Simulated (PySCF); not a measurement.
# Dipole response of V²⁺ (vanadium, charge +2)

[Ar] 3d3, high-spin 4F determinant. Calculation: PySCF 2.14, in aug-cc-pVDZ (7s6p4d2f, 59 functions); no relativity, point nucleus. Coupled (time-dependent) response in atomic units; α is the mean over directions. A double-zeta set is small for polarisabilities.

```json
{"method": "HSE06", "mean α (bohr³)": "4.277", "C₆ (like pair)": "12.21", "S(−4)": "13.35"}
```

S(−4) is the Cauchy moment in α(ω) = α(0) + S(−4) ω² + …

α(iu) at HSE06:

```csv
u (hartree),α(iu) (bohr³)
0,4.277
0.0500,4.244
0.100,4.151
0.200,3.846
0.300,3.490
0.500,2.868
0.750,2.318
1.00,1.926
1.50,1.391
2.00,1.037
3.00,0.6170
5.00,0.2748
```

A single London oscillator, α(iu) = α/(1 + u²/ω²), gives C₆ = (3/4) ω α². Matching the computed C₆ needs ω = 4 × 12.21 / (3 × 4.277²) = 0.890 hartree.

For an ion, C₆ is the dispersion term alone; charge-induced terms of lower order in 1/R come first.
